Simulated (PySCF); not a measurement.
A small calculation by hand: oscillator strength and radiative lifetime

C8H6N2O3S, SMILES c1nnc(-c2scc3c2OCCO3)o1.

Coordinates come from a PBE-D3(BJ)/def2-SVP optimisation. This is a generated structure with no PubChem entry under its InChIKey; it may be hypothetical. Other conformers were not sampled.

TDA-LC-ωPBE/def2-SVP run with PySCF 2.14.0 puts the first singlet state with f over 0.02 at 4.96 eV (vertical), with the transition dipole (1.755, -0.913, 0.024) in atomic units.

Problem. Find the oscillator strength, the wavelength and the radiative lifetime that this transition would have in vacuum if emission retraced absorption.

Solution. 
|μ|² = 3.9142 au, so |μ| = 5.03 D. ΔE = 4.96/27.211 = 0.1823 hartree. f = (2/3) ΔE |μ|² = 0.476 (the program prints 0.475).
λ = 1239.84/4.96 = 250 nm; ν = 40005 cm⁻¹.
Einstein's coefficient A = 0.6670 ν² f s⁻¹ (ν in cm⁻¹) = 5.1e8 s⁻¹, so τ = 1/A = 2.0 ns. This state is S1. The figure is the radiative limit of this one transition; relaxation, internal conversion, crossing to triplets and a medium change what is measured.
